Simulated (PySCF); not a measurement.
SnF4, SMILES [F][Sn]([F])([F])[F]. Geometry: PBE-D3(BJ)/def2-SVP. The isomer is the one that the SMILES or the coordinates give; other isomers of the formula were not compared. The def2 effective core potentials stand for the cores of Sn; spin–orbit coupling is left out.

Computed with PBE-D3(BJ)/def2-SVP (PySCF 2.14.0).

Harmonic wavenumbers (cm⁻¹): 126, 126, 171, 171, 171, 604, 655, 655, 655. Rotational constants (GHz): 2.683, 2.683, 2.683; symmetry number 12.

### Question
Work out the zero-point energy and the ideal-gas rigid-rotor harmonic-oscillator thermochemistry at 298.15 K and 1 atm.

### Answer
ZPE = ½ Σ hcν = ½ × 3334 cm⁻¹ = 4.77 kcal/mol. H − E(el) = 9.49 kcal/mol. Entropy in cal/(mol K): translation 41.70, rotation 22.27, vibration 14.83, total 78.81. G − E(el) = -14.01 kcal/mol. Cp = 21.21 cal/(mol K). Modes under 150 cm⁻¹ make the vibrational entropy uncertain.
